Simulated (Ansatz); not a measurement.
F$_{6}$Sb, charge -1, singlet, at a GFN2-xTB geometry (all electrons, no relativity) (a gas-phase anion, which may not be bound at this level); CASSCF(2,4)/STO-3G (Ansatz, an electronic-structure program).

Ansatz was given this input:
Ansatz 0.2 input:
```yaml
crystal:
  periodic: [false, false, false]
  atoms:
    - {symbol: F, position_ang: [-0.43996398, -1.34499126, -1.29496008]}
    - {symbol: Sb, position_ang: [-0.00000000, -0.00000000, -0.00000000]}
    - {symbol: F, position_ang: [1.86142945, -0.21271325, -0.41149103]}
    - {symbol: F, position_ang: [0.14492580, -1.35101554, 1.35397376]}
    - {symbol: F, position_ang: [-0.14492580, 1.35101554, -1.35397376]}
    - {symbol: F, position_ang: [0.43996398, 1.34499126, 1.29496008]}
    - {symbol: F, position_ang: [-1.86142945, 0.21271325, 0.41149103]}
basis:
  gaussian:
    orbitals: STO-3G
hamiltonian:
  xc: hf
total_charge: -1
magnetization: {spin_polarized: false}
correlation: {active_space: {window: {electrons: 2, orbitals: 4}}}
```

**Question.** What does Ansatz print? Leave out banner, timings and long lists.

**Answer.** 
```
Functional definition: HF
728 factors; integrals over basis functions are off by at most 3.6e-5 eV
mean field evaluation 1: about -186105.6835 eV, gradient 2.6e1 eV
mean field evaluation 2: about -186105.9069 eV, gradient 2.7e1 eV
mean field evaluation 4: about -186109.4998 eV, gradient 1.1e0 eV
mean field evaluation 8: about -186109.5087 eV, gradient 3.6e-7 eV
mean field -186109.50866418 eV, -6839.3982938528 hartree, gradient 3.6e-7 eV, S^2 0.000000; 0 other end points of the search recorded, 0 dependent functions left out
reference -186109.50866418 eV, -6839.3982938528 hartree; 53, 53 occupied and 4, 4 virtual orbitals, 728 factors
state -186109.91179787 eV, -6839.4131087428 hartree
Total energy: -186109.91179787 eV, -6839.4131087428 hartree
```
